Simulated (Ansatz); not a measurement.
Job for Ansatz (a quantum-chemistry and plane-wave program): R-wB97M-V/def2-TZVPPD on CH2F2 (SMILES FCF). The basis file is the Basis Set Exchange's JSON of that set.

Ansatz 0.2 input:
```yaml
crystal:
  periodic: [false, false, false]
  atoms:
    - {symbol: F, position_ang: [-1.08343707, -0.74665488, -0.06748853]}
    - {symbol: C, position_ang: [-0.00234180, 0.07790833, 0.00857363]}
    - {symbol: F, position_ang: [1.12664246, -0.67726733, -0.08920895]}
    - {symbol: H, position_ang: [-0.00834920, 0.57358905, 0.98079454]}
    - {symbol: H, position_ang: [-0.03241439, 0.77242483, -0.83267069]}
basis:
  gaussian:
    orbitals: def2-TZVPPD.json
hamiltonian:
  xc: {name: wB97M-V}
scf: {lower_state_search: off}
```

**Question.** Predict the final total energy.

**Answer.** -239.0254 hartree.
